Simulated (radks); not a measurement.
Question: The caesium ion Cs+, [Xe]. Calculated with a radial shooting solver on a logarithmic mesh with Libxc functionals: non-relativistic Kohn-Sham, exchange-only PBE, spin-polarised, spherical densities, point nucleus. Every spin shell is full or empty, so the densities are truly spherical. Functionals are evaluated on that one density, not self-consistently. Rank these exchange functionals by their error against the exact value of the orbitals, and give that value: LDA, B88, PBE, RPBE, PW91, PW86, OPTX, AM05, SOGGA, EV93, APBE, revTPSS, SCAN, Tao-Mo, MVS.

Answer: Exact: -183.911 hartree. From best to worst, with 100 (|E| - |E exact|)/|E exact| (equal figures are ties): B88 +0.01, PW91 -0.02, MVS +0.05, SCAN +0.14, PW86 -0.25, RPBE -0.26, APBE +0.27, EV93 -0.38, PBE -0.44, Tao-Mo -0.84, revTPSS -0.94, OPTX +1.30, SOGGA -2.22, AM05 -4.39, LDA -4.69.
